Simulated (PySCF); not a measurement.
# Correlation energy of Zr²⁺ (zirconium, charge +2)

[Kr] 4d1 5s1, high-spin 3D determinant (an excited configuration). Computed with PySCF 2.14 in def2-QZVPPD with the def2 core potential (28 electrons), with scalar relativity through the core potential. Frozen: nothing; 10 electrons correlated.

```tsv
level	correlation energy (mhartree)
CCSD	-262.17
(T)	-6.81
CCSD(T)	-268.98
```

Diagnostics: T1 = 0.0077, D1 = 0.0319, largest double amplitude 0.028.

Problem. Is a single reference adequate?

Solution. Yes, within this model without spin-orbit coupling: T1 lies below 0.03 and no double amplitude reaches 0.07.

The basis has no tight functions for the innermost shells, so their pair energies are far from complete.

This basis was not built for core-valence correlation, so the inner-shell part is incomplete.
